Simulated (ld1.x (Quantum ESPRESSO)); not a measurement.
## zinc (Zn), PAW: configuration errors across variants

Zn (Z = 30), PAW, made with ld1.x (Quantum ESPRESSO) 7.5 (revPBE, scalar-relativistic). Core [Ne], reference 3s2 3p6 3d10 4s2 4p0. Waves: 3s (bound): rcut 1.00, rcutus 1.25 bohr; 4s (bound): rcut 1.00, rcutus 1.25 bohr; 3p (bound): rcut 1.00, rcutus 1.20 bohr; 4p (bound, empty): rcut 1.00, rcutus 1.20 bohr; 3d (bound): rcut 0.80, rcutus 0.95 bohr; 3d channel at -0.25 Ry: rcut 0.80, rcutus 0.95 bohr. Local part: all-electron potential smoothed inside 0.95 bohr (lloc = -1). Core correction: Bessel-smoothed model core inside 0.55 bohr. Augmentation charge: BESSEL, radius 0.90 bohr.

All-electron excitation energies from the reference (eV): (1) 3s2 3p6 3d10 4s1 4p0 9.775; (2) 3s2 3p6 3d10 4s0 4p0 28.040; (3) 3s2 3p6 3d9 4s0 4p0 68.450; (4) 3s2 3p6 3d9 4s2 4p0 17.834; (5) 3s2 3p6 3d10 4s1.5 4p0 3.893; (6) 3s2 3p6 3d10 4s1 4p1 5.056; (7) 3s2 3p6 3d8 4s0 4p0 130.152.

The overlap operator is not positive definite (basis up to 400 Ry) in “base”, “core correction Bessel-smoothed model core inside 0.64 bohr”, “waves 3d (bound): rcut 0.80, rcutus 1.46 bohr; 3d channel at -0.25 Ry: rcut 0.80, rcutus 1.46 bohr”. Such files are unfit for use, however small their errors in these radial tests.

4 further variants failed, have other tests or another functional or relativity, and are left out.

Errors AE − PS in meV (a dash: test not solved or not reliable):

| change | (1) | (2) | (3) | (4) | (5) | (6) | (7) | bound ghosts |
| --- | --- | --- | --- | --- | --- | --- | --- | --- |
| base | -5.8 | -32 | -3.8 | -52 | -1.4 | -1.4 | -109 | not determined (overlap not positive) |
| core correction Bessel-smoothed model core inside 0.64 bohr | -5.8 | -32 | -4.1 | -51 | -1.4 | -1.3 | -111 | not determined (overlap not positive) |
| waves 3d (bound): rcut 0.80, rcutus 1.46 bohr; 3d channel at -0.25 Ry: rcut 0.80, rcutus 1.46 bohr | -3.1 | -18 | -19 | -9.9 | -0.8 | -0.6 | -48 | not determined (overlap not positive) |

(1) Give the same row for: waves 3s (bound): rcut 1.00, rcutus 1.58 bohr; 4s (bound): rcut 1.00, rcutus 1.58 bohr.

Results:

(1) -2.4, -11, +1.3, –, –, –, –; bound ghosts: not determined (overlap not positive). Its overlap operator is not positive definite in a basis up to 400 Ry (lowest eigenvalue s -0.14, p -35.60), so the file is unfit for use: the generalised eigenproblem breaks down once the basis is large enough, and its test numbers describe a broken file.
